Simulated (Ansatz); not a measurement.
Calculated with Ansatz (gas phase, PBE0-D4/def2-TZVP geometries, no zero-point term in ΔE). CBS: MP2 limit from def2 TZ/QZ plus the TZ coupled-cluster correction, frozen cores. For Se outer-core shells are correlated without core-valence functions, which leaves a few kJ/mol of doubt a bond. Scalar relativity is left out up to krypton. One conformer a species, not always the lowest.

Consider the ligand exchange at the Si–Se bond: `[SiH3][SiH2][SeH]` + `B[SeH]` → `B[Se][SiH2][SiH3]` + H₂Se.

```json
{"species": "`[SiH3][SiH2][SeH]`", "CCSD(T)/CBS(def2) energy (Eh)": "-2982.48284"}
{"species": "`B[SeH]`", "CCSD(T)/CBS(def2) energy (Eh)": "-2427.30556"}
{"species": "`B[Se][SiH2][SiH3]`", "CCSD(T)/CBS(def2) energy (Eh)": "-3007.88916"}
{"species": "H₂Se", "CCSD(T)/CBS(def2) energy (Eh)": "-2401.89790"}
```

Work out ΔE.

ΔE = (-3007.88916) + (-2401.89790) − (-2982.48284) − (-2427.30556) = 0.00134 Eh = +3.5 kJ/mol.

Largest T1 diagnostic among the species: 0.014.

In def2-TZVPP, CCSD(T) changes the Hartree–Fock value by −5.0 kJ/mol (the triples alone add −1.1 kJ/mol) and MP2 by −6.1 kJ/mol. Leaving LDA and LC-ωPBE aside and taking each functional with its dispersion term where it has one, the values, not all of them listed here, spread over 2.9 kJ/mol, from revPBE-D4 to B2PLYP. The D4 term adds −5.0 kJ/mol with B3LYP and −2.9 kJ/mol with PBE0; it sums over pairs of atoms, weighted by their polarisabilities, and B3LYP, whose exchange is more repulsive, gets the larger term.

B3LYP here is the variant with VWN-RPA as its local correlation; programs differ in this.
